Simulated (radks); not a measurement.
Fractional charge and spin in the 5s shell of praseodymium: the spin-up occupation runs from 0 to 1 and the spin-down occupation from 0 to 1; the fullest corner is Pr3+, [Kr] 4d10 4f(up 1, down 1) 5p6 5s(up 1, down 1). Calculated with a radial shooting solver on a logarithmic mesh with Libxc functionals: scalar-relativistic Kohn-Sham, BLYP, spin-polarised, spherical densities, finite nucleus; Fermi nuclear charge, rms radius of each element as measured or else 0.836 A^(1/3) + 0.57 fm. Energy (eV) minus the two flat planes that join the four corners (they meet along the diagonal where the two added fractions sum to one electron); zero is where a piecewise linear energy would lie.

down \ up       0    0.25     0.5    0.75       1
0           0.000  -1.328  -1.766  -1.321   0.000
0.25       -1.328  -1.705  -1.201   0.177  -1.272
0.5        -1.766  -1.201   0.237  -1.156  -1.691
0.75       -1.321   0.177  -1.156  -1.634  -1.264
1           0.000  -1.272  -1.691  -1.264   0.000

Corners above the fullest one (they belong to Pr4+ and the next ion): (up 1, down 0) 72.079 eV, (up 0, down 1) 72.079 eV, (up 0, down 0) 158.94 eV. With half an added electron in each spin the energy lies 0.237 eV from the planes, and with half an added electron in spin up alone -1.766 eV. The planes are only a guide here: the flat-plane condition holds for ground states with one frontier orbital, while this shell lies below other occupied shells, so the corners above the fullest one are inner-hole states and not the ground states of those ions.
